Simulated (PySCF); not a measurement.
**Polarisability and C₆ of Br+ (bromine, charge +1)**

[Ar] 3d10 4s2 4p4, high-spin 3P determinant. Computed with PySCF 2.14 in ANO-RCC-VTZP, with the spin-free X2C one-electron Hamiltonian (Gaussian nucleus). Coupled (time-dependent) response in atomic units; α is the mean over directions. The basis has no added diffuse functions, which lowers α and C₆.

```tsv
method	mean α (bohr³)	α xx, yy, zz	C₆ (like pair)	S(−4)
UHF	11.69	11.51, 12.03, 11.51	72.51	24.75
PBE	12.03	11.73, 12.63, 11.73	75.38	26.74
PBE0	11.87	11.61, 12.39, 11.61	73.94	25.87
B3LYP	11.86	11.58, 12.41, 11.58	73.81	25.85
HSE06	11.88	11.62, 12.41, 11.62	74.05	25.90
```

S(−4) is the Cauchy moment in α(ω) = α(0) + S(−4) ω² + …

Spin-orbit coupling is absent.

α(iu) at PBE0:

```
u (hartree)  α(iu) (bohr³)
          0          11.87
     0.0500          11.81
      0.100          11.62
      0.200          10.93
      0.300          9.950
      0.500          7.773
      0.750          5.494
       1.00          3.929
       1.50          2.210
       2.00          1.398
       3.00         0.7055
       5.00         0.2861
```

A single London oscillator, α(iu) = α/(1 + u²/ω²), gives C₆ = (3/4) ω α². Matching the computed C₆ needs ω = 4 × 73.94 / (3 × 11.87²) = 0.700 hartree.

For an ion, C₆ is the dispersion term alone; charge-induced terms of lower order in 1/R come first.

The components differ because the open shell of this determinant is not spherical; for a pure term their mean is the scalar polarisability.
